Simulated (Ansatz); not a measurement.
Cost and result for the atomization energy of AlH$_{7}$NPSi (`[AlH2][NH]P[SiH3]`) (11 atoms, 10 bonds).

Cartesian coordinates in Å:
```
Al -0.366 0.330 -2.527
N 0.339 0.344 -0.886
P 0.515 -1.041 0.112
Si -0.283 -0.277 2.080
H -0.834 -1.053 -3.125
H -0.468 1.731 -3.255
H 0.640 1.223 -0.485
H 1.878 -0.935 0.523
H 0.221 1.095 2.378
H -1.767 -0.220 2.011
H 0.126 -1.198 3.175
```

Charge 0, multiplicity 1. Geometry: relaxed with PBE0-D4/def2-TZVP. It is one conformer, not always the lowest. Program: Ansatz. All runs use 4 threads of an Arm Neoverse V1 on a shared host. Times are those of one run each, without the atoms' runs, and a repeat can differ threefold. Electronic energies, without spin–orbit coupling; frozen cores. CCSD(T)/CBS adds CCSD(T) − MP2 in def2-TZVPP to the MP2 limit, and its time is that of the two runs behind it. T1 = 0.013. B3LYP takes the VWN-RPA correlation (the form of Gaussian; ORCA's B3LYP/G).

CCSD(T)/CBS is a level of theory with its own doubt, some kJ/mol a heavy atom from the limit and from the frozen cores, so smaller differences don't rank the functionals.

| level | functions | wall time | atomization (kcal/mol) | difference from CCSD(T)/CBS | per bond |
| --- | --- | --- | --- | --- | --- |
| LDA (SPW92)/def2-TZVPP | 255 | 1.3 s | 849.6 | 90.5 | 9.0 |
| BLYP-D4/def2-TZVPP | 255 | 1.9 s | 758.4 | -0.7 | -0.1 |
| CCSD(T)/def2-SVP | 103 | 2.4 s | 694.3 | -64.8 | -6.5 |
| PBE0-D4/def2-TZVPP | 255 | 3.1 s | 748.9 | -10.2 | -1.0 |
| CAM-B3LYP-D4/def2-TZVPP | 255 | 3.4 s | 764.6 | 5.5 | 0.5 |
| B3LYP-D4/def2-TZVPP (with forces) | 255 | 4.6 s | 762.9 | 3.8 | 0.4 |
| r2SCANh-D4/def2-TZVPP | 255 | 4.9 s | 751.9 | -7.2 | -0.7 |
| PBE-QIDH/def2-TZVPP | 255 | 5.5 s | 743.3 | -15.8 | -1.6 |
| ωB97X-V/def2-TZVPP | 255 | 8 s | 769.5 | 10.4 | 1.0 |
| ωB97M-V/def2-TZVPP (with forces) | 255 | 12 s | 764.2 | 5.1 | 0.5 |
| MP2/def2-QZVPP | 477 | 19 s | 745.1 | -14.0 | -1.4 |
| CCSD(T)/def2-TZVPP | 255 | 79 s | 734.2 | -24.9 | -2.5 |
| CCSD(T)/CBS(def2) | – | 97 s | 759.1 | 0.0 | 0.0 |

In def2-TZVPP, CCSD(T) changes the Hartree–Fock value by +196.2 kcal/mol (the triples alone add +9.5 kcal/mol) and MP2 by +192.1 kcal/mol; breaking electron pairs costs correlation energy, which Hartree–Fock lacks. The D4 term adds +10.1 kcal/mol with B3LYP and +5.3 kcal/mol with PBE0; it sums over pairs of atoms, weighted by their polarisabilities, and B3LYP, whose exchange is more repulsive, gets the larger term. From r2SCAN to r2SCAN0 (25 % exact exchange), in def2-TZVPP and without D4, the atomization energy moves by −9.2 kcal/mol: exact exchange takes away binding that semilocal exchange gives to molecules.
